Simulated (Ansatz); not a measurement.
**Molecular dynamics of CH4Ge**

input.yaml

```yaml
crystal:
  periodic: [false, false, false]
  atoms:
    - { symbol: C, position_ang: [-0.067726, -0.414559, -0.39427] }
    - { symbol: Ge, position_ang: [0.8531, 0.242859, 1.266245] }
    - { symbol: H, position_ang: [-1.16776, -0.423702, -0.225749] }
    - { symbol: H, position_ang: [0.262751, -1.424665, -0.70331] }
    - { symbol: H, position_ang: [0.104238, 0.301767, -1.227953] }
    - { symbol: H, position_ang: [0.057496, 1.654301, 1.238737] }
magnetization:
  spin_polarized: true
basis:
  gaussian: { orbitals: def2-SVP }
hamiltonian:
  xc: pbe
  dispersion: d4
md:
  timestep: 0.5
  n_steps: 150
  ensemble: nvt_langevin
  temperature: 1500.0
  initial_velocities: maxwell_boltzmann
  seed: 941586
  friction: 0.05
  temperature_schedule:
    - { n_steps: 37, end_temperature: 1500.0 }
    - { n_steps: 113, end_temperature: 4500.0 }
```

Command:

```bash
$ ansatz run input.yaml --threads 1 --pin off --max-ram 2048MiB --backend cpu --events-out ev --progress --plain --runs-dir out
```

It starts from a relaxed structure.

Output, in part (step lines, the closing report, with atoms numbered from 0):

```
md step     0: t =     0.00 fs  T =  1250.0 K (target 1500.0 K)  F+E_penalty+E_count = -57601.09808695 eV  E_kin = 0.969450 eV  (38 SCF iters)
[... lines left out ...]
Total energy: -57600.08175282 eV, -2116.7639616784 hartree
Atom 0 at    -0.272365    -0.239444    -0.549622 Å, force     4.286508     0.259805    -0.777349 eV/Å
Atom 1 at     0.734916     0.039702     1.179364 Å, force     1.656804    -3.088472    -0.396945 eV/Å
Atom 2 at    -1.269260    -0.178343    -0.406300 Å, force    -4.374412     0.099017     0.435290 eV/Å
Atom 3 at     0.030769    -1.253232    -1.090608 Å, force    -0.283353     2.177376     0.904876 eV/Å
Atom 4 at     0.002207     0.779254    -1.020195 Å, force    -0.103937    -1.358568    -0.339004 eV/Å
Atom 5 at     0.499993     1.303696     1.954311 Å, force    -1.181611     1.910842     0.173132 eV/Å
Dipole moment:    -0.238330     0.125408    -0.178081 e Å
```

The steps, from the saved trajectory:

```json
{"time (fs)": "0.0", "T (K)": "1250", "potential energy less start (eV)": "0.000"}
{"time (fs)": "2.5", "T (K)": "811", "potential energy less start (eV)": "0.305"}
{"time (fs)": "5.0", "T (K)": "730", "potential energy less start (eV)": "0.310"}
{"time (fs)": "7.5", "T (K)": "844", "potential energy less start (eV)": "0.444"}
{"time (fs)": "10.0", "T (K)": "1092", "potential energy less start (eV)": "0.518"}
{"time (fs)": "12.5", "T (K)": "1198", "potential energy less start (eV)": "0.257"}
{"time (fs)": "15.0", "T (K)": "829", "potential energy less start (eV)": "0.526"}
{"time (fs)": "17.5", "T (K)": "1121", "potential energy less start (eV)": "0.325"}
{"time (fs)": "20.0", "T (K)": "648", "potential energy less start (eV)": "0.876"}
{"time (fs)": "22.5", "T (K)": "1247", "potential energy less start (eV)": "0.486"}
{"time (fs)": "25.0", "T (K)": "1444", "potential energy less start (eV)": "0.717"}
{"time (fs)": "27.5", "T (K)": "2058", "potential energy less start (eV)": "0.480"}
{"time (fs)": "30.0", "T (K)": "2226", "potential energy less start (eV)": "0.724"}
{"time (fs)": "32.5", "T (K)": "1531", "potential energy less start (eV)": "0.765"}
{"time (fs)": "35.0", "T (K)": "2090", "potential energy less start (eV)": "0.837"}
{"time (fs)": "37.5", "T (K)": "1328", "potential energy less start (eV)": "1.214"}
{"time (fs)": "40.0", "T (K)": "2582", "potential energy less start (eV)": "0.829"}
{"time (fs)": "42.5", "T (K)": "1757", "potential energy less start (eV)": "1.624"}
{"time (fs)": "45.0", "T (K)": "2309", "potential energy less start (eV)": "0.918"}
{"time (fs)": "47.5", "T (K)": "1286", "potential energy less start (eV)": "1.392"}
{"time (fs)": "50.0", "T (K)": "1647", "potential energy less start (eV)": "0.846"}
{"time (fs)": "52.5", "T (K)": "2159", "potential energy less start (eV)": "0.922"}
{"time (fs)": "55.0", "T (K)": "2218", "potential energy less start (eV)": "0.593"}
{"time (fs)": "57.5", "T (K)": "3479", "potential energy less start (eV)": "0.954"}
{"time (fs)": "60.0", "T (K)": "3393", "potential energy less start (eV)": "0.692"}
{"time (fs)": "62.5", "T (K)": "2952", "potential energy less start (eV)": "0.754"}
{"time (fs)": "65.0", "T (K)": "2794", "potential energy less start (eV)": "1.148"}
{"time (fs)": "67.5", "T (K)": "2971", "potential energy less start (eV)": "1.062"}
{"time (fs)": "70.0", "T (K)": "2362", "potential energy less start (eV)": "1.215"}
{"time (fs)": "72.5", "T (K)": "2636", "potential energy less start (eV)": "1.059"}
{"time (fs)": "75.0", "T (K)": "2600", "potential energy less start (eV)": "1.016"}
```

The run went to its last step. The schedule's set-point averaged 3504 K over the second half and the system 2431 K, so it lags behind the ramp. A run of 0.075 ps of so small a system gives no equilibrium averages.

The same pairs are bonded in the first frame and the last. Pairs count as bonded within 1.25 times the sum of covalent radii (0.12 Å more for H–H).

Last frame:

```xyz
6
Properties=species:S:1:pos:R:3
C -0.272 -0.239 -0.550
Ge 0.735 0.040 1.179
H -1.269 -0.178 -0.406
H 0.031 -1.253 -1.091
H 0.002 0.779 -1.020
H 0.500 1.304 1.954
```

Run time: 6.4 min on 1 thread of Arm Neoverse V1, on a shared host, peak memory 0.13 GiB.
